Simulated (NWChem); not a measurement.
System: BeH2SO; SMILES [OH][Be][SH]

Excerpt of the output:

```
             Northwest Computational Chemistry Package (NWChem) 7.3.0
             --------------------------------------------------------

 C1  symmetry detected

                             Geometry "geometry" -> ""
                             -------------------------

 Output coordinates in angstroms (scale by  1.889725989 to convert to a.u.)

  No.       Tag          Charge          X              Y              Z
 ---- ---------------- ---------- -------------- -------------- --------------
    1 Be                   4.0000     0.02474014    -0.63583646    -0.02390636
    2 O                    8.0000     0.02087492    -2.05689713    -0.05316587
    3 H                    1.0000     0.00550371    -2.76092566     0.60694028
    4 S                   16.0000     0.06421418     1.27596208    -0.00462857
    5 H                    1.0000    -1.29889049     1.34405523    -0.01193077

 Effective nuclear repulsion energy (a.u.)      65.7320167463

                                 NWChem DFT Module
                                 -----------------

 Summary of "ao basis" -> "ao basis" (spherical)
 ------------------------------------------------------------------------------
       Tag                 Description            Shells   Functions and Types
 ---------------- ------------------------------  ------  ---------------------
 Be                         def2-svp                 5        9   3s2p
 O                          def2-svp                 6       14   3s2p1d
 H                          def2-svp                 3        5   2s1p
 S                          def2-svp                 8       18   4s3p1d

            General Information
            -------------------
          SCF calculation type: DFT
          Wavefunction type:  closed shell.
          No. of atoms     :     5
          No. of electrons :    30
           Alpha electrons :    15
            Beta electrons :    15
          Charge           :     0
          Spin multiplicity:     1
          Use of symmetry is: off; symmetry adaption is: off
          Maximum number of iterations: 150
          AO basis - number of functions:    51
                     number of shells:    25
          Convergence on energy requested:  1.00D-06
          Convergence on density requested:  1.00D-05
          Convergence on gradient requested:  5.00D-04

              XC Information
              --------------
                       PW6B95 Method XC Functional
                     Hartree-Fock (Exact) Exchange  0.280
                    PW6B95 GGA Exchange Functional  0.720
                      PW6B95 Correlation Potential  1.000

             Grid Information
             ----------------
          Grid used for XC integration:  medium
          Radial quadrature: Mura-Knowles
          Angular quadrature: Lebedev.
          Tag              B.-S. Rad. Rad. Pts. Rad. Cut. Ang. Pts.
          ---              ---------- --------- --------- ---------
          Be                  1.05       49           8.0       434
          O                   0.60       49          10.0       434
          H                   0.35       45          11.0       434
          S                   1.00       88          11.0       590
          Grid pruning is: on
          Number of quadrature shells:   276
          Spatial weights used:  Erf1

      Superposition of Atomic Density Guess
      -------------------------------------

 Sum of atomic energies:        -487.59075721

      Non-variational initial energy
      ------------------------------

 Total energy =    -488.253559
 1-e energy   =    -802.281553
 2-e energy   =     248.295978
 HOMO         =      -0.334439
 LUMO         =      -0.017108

     ---------------------------------------------
      Total Density - Mulliken Population Analysis
     ---------------------------------------------

    Atom       Charge   Shell Charges
 -----------   ------   -------------------------------------------------------
    1 Be   4     3.23   1.99  0.47  0.07  0.59  0.10
    2 O    8     8.94   1.99  1.10  0.63  3.19  2.02  0.00
    3 H    1     0.62   0.50  0.06  0.06
    4 S   16    16.44   2.00  1.99  1.20  0.61  5.94  1.82  2.85  0.02
    5 H    1     0.77   0.56  0.18  0.03

   convergence    iter        energy       DeltaE   RMS-Dens  Diis-err
 ---------------- ----- ----------------- --------- --------- ---------
 d= 0,ls=0.0,diis     1   -489.6184902085 -5.55D+02  2.11D-02  5.80D-01
 d= 0,ls=0.0,diis     2   -489.5478224575  7.07D-02  1.15D-02  1.49D+00
 d= 0,ls=0.0,diis     3   -489.6969809639 -1.49D-01  1.85D-03  1.42D-02
 d= 0,ls=0.0,diis     4   -489.6984824300 -1.50D-03  7.83D-04  1.54D-03
 d= 0,ls=0.0,diis     5   -489.6987327390 -2.50D-04  1.91D-04  8.09D-05
  Resetting Diis
 d= 0,ls=0.0,diis     6   -489.6987448907 -1.22D-05  3.66D-05  2.65D-06
 d= 0,ls=0.0,diis     7   -489.6987453445 -4.54D-07  1.69D-05  2.52D-07
 d= 0,ls=0.0,diis     8   -489.6987453590 -1.45D-08  7.87D-06  1.82D-07

         Total DFT energy =     -489.698745359004
      One electron energy =     -805.461675532360
           Coulomb energy =      288.428906640559
    Exchange-Corr. energy =      -38.397993213536
 Nuclear repulsion energy =       65.732016746333

 Numeric. integr. density =       29.999998198212

                       DFT Final Molecular Orbital Analysis
                       ------------------------------------

 Vector   13  Occ=2.000000D+00  E=-3.511687D-01
              MO Center= -3.2D-02, -1.7D+00, -4.0D-02, r^2= 1.5D+00
   Bfn.  Coefficient  Atom+Function         Bfn.  Coefficient  Atom+Function
  ----- ------------  ---------------      ----- ------------  ---------------
    13      0.575213  2 O  px                16      0.427548  2 O  px
     4     -0.156045  1 Be px                40      0.118016  4 S  py
    37      0.109709  4 S  py                 5      0.088061  1 Be py
     7      0.084814  1 Be px                34      0.062604  4 S  py
     2     -0.055874  1 Be s                 48      0.054377  5 H  s

 Vector   14  Occ=2.000000D+00  E=-3.333312D-01
              MO Center=  9.2D-02,  1.0D+00, -1.2D-02, r^2= 2.2D+00
   Bfn.  Coefficient  Atom+Function         Bfn.  Coefficient  Atom+Function
  ----- ------------  ---------------      ----- ------------  ---------------
    40      0.423991  4 S  py                37      0.372823  4 S  py
     5      0.256618  1 Be py                32      0.235135  4 S  s
    34      0.212783  4 S  py                31      0.199770  4 S  s
     2     -0.195036  1 Be s                 13     -0.156870  2 O  px
    39      0.155906  4 S  px                30     -0.136883  4 S  s

 Vector   15  Occ=2.000000D+00  E=-2.714608D-01
              MO Center=  4.0D-02,  1.1D+00, -1.7D-02, r^2= 1.8D+00
   Bfn.  Coefficient  Atom+Function         Bfn.  Coefficient  Atom+Function
  ----- ------------  ---------------      ----- ------------  ---------------
    41      0.616807  4 S  pz                38      0.435156  4 S  pz
    35      0.247639  4 S  pz                 6     -0.115032  1 Be pz
    18     -0.097345  2 O  pz                15     -0.095929  2 O  pz
     9      0.074559  1 Be pz                14     -0.044231  2 O  py
    25     -0.040671  3 H  s                 12      0.036062  2 O  s

 Vector   16  Occ=0.000000D+00  E=-6.859336D-03
              MO Center= -8.8D-02, -5.5D-01,  1.7D-01, r^2= 6.3D+00
   Bfn.  Coefficient  Atom+Function         Bfn.  Coefficient  Atom+Function
  ----- ------------  ---------------      ----- ------------  ---------------
     3      1.235321  1 Be s                 32     -0.642308  4 S  s
    12     -0.390783  2 O  s                 48      0.291688  5 H  s
    40      0.252053  4 S  py                39      0.227602  4 S  px
    25      0.195054  3 H  s                 31     -0.187621  4 S  s
    30      0.141565  4 S  s                  8      0.140797  1 Be py

 Vector   17  Occ=0.000000D+00  E= 2.063283D-02
              MO Center= -3.2D-01, -3.9D-01, -1.4D-03, r^2= 4.1D+00
   Bfn.  Coefficient  Atom+Function         Bfn.  Coefficient  Atom+Function
  ----- ------------  ---------------      ----- ------------  ---------------
     7      0.648770  1 Be px                48      0.594574  5 H  s
     4     -0.450131  1 Be px                32     -0.331530  4 S  s
    16     -0.279977  2 O  px                47      0.252799  5 H  s
    13     -0.227169  2 O  px                 3     -0.208762  1 Be s
    39      0.206999  4 S  px                40     -0.164374  4 S  py

 Vector   18  Occ=0.000000D+00  E= 3.618743D-02
              MO Center=  2.4D-02, -5.3D-01, -3.9D-02, r^2= 4.1D+00
   Bfn.  Coefficient  Atom+Function         Bfn.  Coefficient  Atom+Function
  ----- ------------  ---------------      ----- ------------  ---------------
     9      0.733097  1 Be pz                 6     -0.488117  1 Be pz
    41     -0.396966  4 S  pz                25     -0.262517  3 H  s
     8     -0.186057  1 Be py                18     -0.179331  2 O  pz
    38     -0.177232  4 S  pz                15     -0.169807  2 O  pz
    12      0.154816  2 O  s                 24     -0.127235  3 H  s

     ---------------------------------------------
      Total Density - Mulliken Population Analysis
     ---------------------------------------------

    Atom       Charge   Shell Charges
 -----------   ------   -------------------------------------------------------
    1 Be   4     3.59   1.99  0.40  0.01  0.99  0.21
    2 O    8     8.48   1.99  1.07  0.63  2.92  1.87  0.00
    3 H    1     0.78   0.66  0.05  0.07
    4 S   16    16.23   2.00  1.99  1.24  0.59  5.93  1.84  2.61  0.04
    5 H    1     0.91   0.70  0.18  0.03

     -------------------------------------------
      Total Density - Lowdin Population Analysis
     -------------------------------------------

    Atom       Charge   Shell Charges
 -----------   ------   -------------------------------------------------------
    1 Be   4     3.86   1.96  0.40  0.13  0.93  0.45
    2 O    8     8.28   1.97  0.87  0.59  2.76  2.09  0.01
    3 H    1     0.89   0.54  0.16  0.18
    4 S   16    15.98   2.00  1.95  0.97  0.65  5.82  1.91  2.64  0.05
    5 H    1     0.99   0.60  0.30  0.08

     Multipole analysis of the density
     ---------------------------------

     L   x y z        total         alpha         beta         nuclear
     -   - - -        -----         -----         ----         -------
     0   0 0 0     -0.000000    -15.000000    -15.000000     30.000000

     1   1 0 0     -0.366891     -0.183446     -0.183446      0.000000
     1   0 1 0     -0.562901     -0.281450     -0.281450      0.000000
     1   0 0 1      0.466632      0.233316      0.233316      0.000000

     2   2 0 0    -16.621540    -11.451622    -11.451622      6.281704
     2   1 1 0     -1.163178      0.947615      0.947615     -3.058407
     2   1 0 1      0.020231      0.005050      0.005050      0.010132
     2   0 2 0    -17.945935   -135.642585   -135.642585    253.339235
     2   0 1 1     -2.798759      0.119378      0.119378     -3.037514
     2   0 0 2    -18.484705     -9.945424     -9.945424      1.406144
```

Level: PW6B95/def2-SVP. Geometry: optimised at PBE-D3(BJ)/def2-SVP.

### Question
Reconstruct the input file.

### Answer
One answer among several that fit: the input that was run:
```
start job
memory heap 200 mb stack 900 mb global 1100 mb
geometry units angstroms noautoz
  Be     0.018614    -0.669370    -0.061784
  O      0.000666    -2.085586    -0.181344
  H     -0.071058    -2.829122     0.429919
  S      0.078411     1.236616     0.081552
  H     -1.279630     1.326860    -0.020060
end
basis spherical
  Be library def2-svp
  O library def2-svp
  H library def2-svp
  S library def2-svp
end
dft
  xc pw6b95
  iterations 150
  mulliken
end
task dft energy
```
